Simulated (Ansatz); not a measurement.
Species: heptafluoropropyl methyl ether, C4H3F7O, charge 0, multiplicity 1. SMILES: O(C)C(F)(F)C(F)(F)C(F)(F)F
Coordinates optimised at B3LYP-D3(BJ)/def2-TZVP (Ansatz, a quantum-chemistry and plane-wave program):
```
C
O 1 1.3368
F 1 1.3635 2 112.38
F 1 1.3635 2 112.38 3 -119.06
C 2 1.4418 1 116.47 3 59.53
H 5 1.0852 2 105.12 1 -180.00
H 5 1.0890 6 110.15 2 -118.91
H 5 1.0890 6 110.15 7 -122.19
C 1 1.5564 2 108.03 5 180.00
F 9 1.3481 1 108.49 2 -59.11
F 9 1.3481 10 108.95 1 -117.93
C 9 1.5578 10 107.35 11 -115.96
F 12 1.3340 9 111.14 10 177.76
F 12 1.3340 13 108.93 9 -122.78
F 12 1.3368 13 108.49 14 -117.92
```
Charge 0, spin multiplicity 1.

Property: atomisation energy (electronic, to ground-state atoms), in eV. Correlated levels leave the core frozen unless marked. UHF or UKS for open shells. Spin-orbit coupling is left out. Non-relativistic. The coupled-cluster limit lacks core correlation, which all-electron functionals hold. CBS marks a two-point X^-3 extrapolation of the correlation energy; Hartree-Fock from the larger set. The bracket is a focal-point correction in the basis named.

```
level                                                     program  atomisation energy (eV)
-------------------------------------------------  --------------  -----------------------
SVWN5/def2-TZVPD                                           Ansatz                        ?
r2SCAN-D3(BJ)/def2-TZVPD                           Ansatz + dftd3                    64.83
LC-wPBE/def2-TZVPD                                         Ansatz                    64.83
B2GP-PLYP/def2-TZVPD                                       Ansatz                        ?
SCS-MP2/6-31G                                              Ansatz                    51.66
CCSD/6-31G*                                                Ansatz                        ?
RI-MP2/CBS(cc-pVTZ,cc-pVQZ)+[CCSD(T)-MP2]/cc-pVTZ          Ansatz                    64.27
```

### Question
Fill in the missing entries.

### Answer

- SVWN5/def2-TZVPD, atomisation energy (eV): 78.61
- B2GP-PLYP/def2-TZVPD, atomisation energy (eV): 63.19
- CCSD/6-31G*, atomisation energy (eV): 59.31
